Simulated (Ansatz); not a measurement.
Geometry optimisation of GaH8NO2Si2, SMILES `[NH2][Ga]([O][SiH3])[O][SiH3]`.

```yaml
crystal:
  periodic: [false, false, false]
  atoms:
    - {symbol: N, position_ang: [-0.984390, -2.089390, 1.996790]}
    - {symbol: Ga, position_ang: [-0.345900, -0.834200, 0.813360]}
    - {symbol: O, position_ang: [0.420150, -1.294580, -0.688830]}
    - {symbol: Si, position_ang: [0.960710, -0.729180, -2.122150]}
    - {symbol: O, position_ang: [-0.577250, 0.873540, 1.110120]}
    - {symbol: Si, position_ang: [-0.362580, 2.361190, 0.473290]}
    - {symbol: H, position_ang: [-0.490450, -2.976160, 1.961780]}
    - {symbol: H, position_ang: [-1.005890, -1.762900, 2.958410]}
    - {symbol: H, position_ang: [-0.177440, -0.251130, -2.915800]}
    - {symbol: H, position_ang: [1.930270, 0.351400, -1.903890]}
    - {symbol: H, position_ang: [1.579560, -1.930590, -2.685770]}
    - {symbol: H, position_ang: [-1.080980, 3.191270, 1.441730]}
    - {symbol: H, position_ang: [1.074490, 2.660690, 0.435500]}
    - {symbol: H, position_ang: [-0.940300, 2.430050, -0.874540]}
basis:
  gaussian: {orbitals: def2-TZVP}
hamiltonian: {xc: pbe0, dispersion: d4}
relax: {f_tol: 0.005, max_steps: 150}
```

```sh
$ ansatz run in.yaml --threads 8 --pin off --events-out ev --progress --plain --max-ram 18278MiB
```

Shortened log:

```
Functional definition: PBE0
mean field -73834.89334063 eV, -2713.3822831801 hartree, gradient 4.7e-5 eV, S^2 0.000000; 0 other end points of the search recorded, 0 dependent functions left out
relax step   1: F+E_penalty+E_count = -73835.20685737 eV  Δ(F+E_penalty+E_count) = +0.000e0 eV  max|allowed force component| = 8.194e-1 eV/Å  Δτ_max = 0.0000 Å  (28 SCF iters, accepted)
mean field -73835.05087824 eV, -2713.3880725803 hartree, gradient 1.4e-5 eV, S^2 0.000000; 0 other end points of the search recorded, 0 dependent functions left out
relax step   2: F+E_penalty+E_count = -73835.35983369 eV  Δ(F+E_penalty+E_count) = -1.530e-1 eV  max|allowed force component| = 3.788e-1 eV/Å  Δτ_max = 0.1207 Å  (33 SCF iters, accepted)
mean field -73835.06842372 eV, -2713.3887173650 hartree, gradient 1.3e-5 eV, S^2 0.000000; 0 other end points of the search recorded, 0 dependent functions left out
relax step   3: F+E_penalty+E_count = -73835.37680072 eV  Δ(F+E_penalty+E_count) = -1.697e-2 eV  max|allowed force component| = 2.184e-1 eV/Å  Δτ_max = 0.0370 Å  (33 SCF iters, accepted)
mean field -73835.07556217 eV, -2713.3889796979 hartree, gradient 1.5e-5 eV, S^2 0.000000; 0 other end points of the search recorded, 0 dependent functions left out
relax step   4: F+E_penalty+E_count = -73835.39058414 eV  Δ(F+E_penalty+E_count) = -1.378e-2 eV  max|allowed force component| = 2.706e-1 eV/Å  Δτ_max = 0.2000 Å  (31 SCF iters, accepted)
mean field -73835.07686996 eV, -2713.3890277586 hartree, gradient 1.3e-5 eV, S^2 0.000000; 0 other end points of the search recorded, 0 dependent functions left out
relax step   5: F+E_penalty+E_count = -73835.39264186 eV  Δ(F+E_penalty+E_count) = -2.058e-3 eV  max|allowed force component| = 2.343e-1 eV/Å  Δτ_max = 0.0211 Å  (34 SCF iters, accepted)
mean field -73835.02835813 eV, -2713.3872449814 hartree, gradient 1.1e-5 eV, S^2 0.000000; 0 other end points of the search recorded, 0 dependent functions left out
relax step   6: F+E_penalty+E_count = -73835.35026206 eV  Δ(F+E_penalty+E_count) = +4.238e-2 eV  max|allowed force component| = 1.689e0 eV/Å  Δτ_max = 0.1981 Å  (32 SCF iters, rejected (line search))
mean field -73835.07590067 eV, -2713.3889921378 hartree, gradient 1.7e-5 eV, S^2 0.000000; 0 other end points of the search recorded, 0 dependent functions left out
relax step   7: F+E_penalty+E_count = -73835.39468190 eV  Δ(F+E_penalty+E_count) = -2.040e-3 eV  max|allowed force component| = 1.000e-1 eV/Å  Δτ_max = 0.0990 Å  (31 SCF iters, accepted)
mean field -73835.08090984 eV, -2713.3891762214 hartree, gradient 1.3e-5 eV, S^2 0.000000; 0 other end points of the search recorded, 0 dependent functions left out
relax step   8: F+E_penalty+E_count = -73835.39952854 eV  Δ(F+E_penalty+E_count) = -4.847e-3 eV  max|allowed force component| = 2.281e-2 eV/Å  Δτ_max = 0.0616 Å  (31 SCF iters, accepted)
mean field -73835.08092769 eV, -2713.3891768772 hartree, gradient 1.2e-5 eV, S^2 0.000000; 0 other end points of the search recorded, 0 dependent functions left out
relax step   9: F+E_penalty+E_count = -73835.39982051 eV  Δ(F+E_penalty+E_count) = -2.920e-4 eV  max|allowed force component| = 3.610e-2 eV/Å  Δτ_max = 0.0322 Å  (33 SCF iters, accepted)
mean field -73835.08112462 eV, -2713.3891841144 hartree, gradient 1.4e-5 eV, S^2 0.000000; 0 other end points of the search recorded, 0 dependent functions left out
relax step  10: F+E_penalty+E_count = -73835.40005664 eV  Δ(F+E_penalty+E_count) = -2.361e-4 eV  max|allowed force component| = 1.615e-2 eV/Å  Δτ_max = 0.0232 Å  (31 SCF iters, accepted)
mean field -73835.08172566 eV, -2713.3892062020 hartree, gradient 1.2e-5 eV, S^2 0.000000; 0 other end points of the search recorded, 0 dependent functions left out
relax step  11: F+E_penalty+E_count = -73835.40025226 eV  Δ(F+E_penalty+E_count) = -1.956e-4 eV  max|allowed force component| = 1.475e-2 eV/Å  Δτ_max = 0.0135 Å  (33 SCF iters, accepted)
mean field -73835.08217905 eV, -2713.3892228638 hartree, gradient 1.4e-5 eV, S^2 0.000000; 0 other end points of the search recorded, 0 dependent functions left out
relax step  12: F+E_penalty+E_count = -73835.40035306 eV  Δ(F+E_penalty+E_count) = -1.008e-4 eV  max|allowed force component| = 1.469e-2 eV/Å  Δτ_max = 0.0198 Å  (31 SCF iters, accepted)
mean field -73835.08243635 eV, -2713.3892323194 hartree, gradient 1.2e-5 eV, S^2 0.000000; 0 other end points of the search recorded, 0 dependent functions left out
relax step  13: F+E_penalty+E_count = -73835.40038613 eV  Δ(F+E_penalty+E_count) = -3.306e-5 eV  max|allowed force component| = 1.223e-2 eV/Å  Δτ_max = 0.0145 Å  (33 SCF iters, accepted)
mean field -73835.08251252 eV, -2713.3892351187 hartree, gradient 2.1e-5 eV, S^2 0.000000; 0 other end points of the search recorded, 0 dependent functions left out
relax step  14: F+E_penalty+E_count = -73835.40040986 eV  Δ(F+E_penalty+E_count) = -2.373e-5 eV  max|allowed force component| = 6.564e-3 eV/Å  Δτ_max = 0.0027 Å  (25 SCF iters, accepted)
mean field -73835.08252045 eV, -2713.3892354100 hartree, gradient 1.2e-5 eV, S^2 0.000000; 0 other end points of the search recorded, 0 dependent functions left out
relax step  15: F+E_penalty+E_count = -73835.40043359 eV  Δ(F+E_penalty+E_count) = -2.372e-5 eV  max|allowed force component| = 3.458e-3 eV/Å  Δτ_max = 0.0072 Å  (33 SCF iters, accepted)
mean field -73835.08252045 eV, -2713.3892354100 hartree, gradient 3.9e-5 eV, S^2 0.000000; 1 other end points of the search recorded, 0 dependent functions left out
Total energy: -73835.40047619 eV, -2713.4009200681 hartree
Atom 0 at    -0.860220    -2.087397     2.067782 Å, force     0.000991     0.000346    -0.000234 eV/Å
Atom 1 at    -0.324743    -0.865355     0.868460 Å, force    -0.000874     0.000359    -0.001478 eV/Å
Atom 2 at     0.266888    -1.369764    -0.722889 Å, force    -0.000459    -0.000373     0.003362 eV/Å
Atom 3 at     0.859395    -0.709736    -2.091756 Å, force    -0.000988     0.001005    -0.000268 eV/Å
Atom 4 at    -0.459402     0.863546     1.228187 Å, force     0.000486    -0.003458     0.001138 eV/Å
Atom 5 at    -0.280053     2.303473     0.483276 Å, force     0.000022     0.001134    -0.001556 eV/Å
Atom 6 at    -0.631007    -3.060158     1.959628 Å, force    -0.000816     0.000589    -0.000386 eV/Å
Atom 7 at    -1.038324    -1.836070     3.024660 Å, force     0.000781     0.000070    -0.000427 eV/Å
Atom 8 at    -0.242971    -0.326001    -3.014666 Å, force     0.000459     0.000374    -0.000530 eV/Å
Atom 9 at     1.667785     0.507622    -1.797069 Å, force     0.000547    -0.000465     0.000185 eV/Å
Atom 10 at     1.728901    -1.707953    -2.767203 Å, force     0.000230    -0.000114     0.000097 eV/Å
Atom 11 at    -1.137358     3.306393     1.167186 Å, force    -0.000093    -0.000017    -0.000101 eV/Å
Atom 12 at     1.135839     2.757730     0.543558 Å, force     0.000054     0.000338    -0.000129 eV/Å
Atom 13 at    -0.684729     2.223680    -0.949153 Å, force    -0.000341     0.000210     0.000327 eV/Å
Dipole moment:    -0.009820    -0.287889     0.326532 e Å
```

It took 64 s on 8 threads of an Arm Neoverse V2 on a shared host, with 1.1 GiB of host memory at the peak.
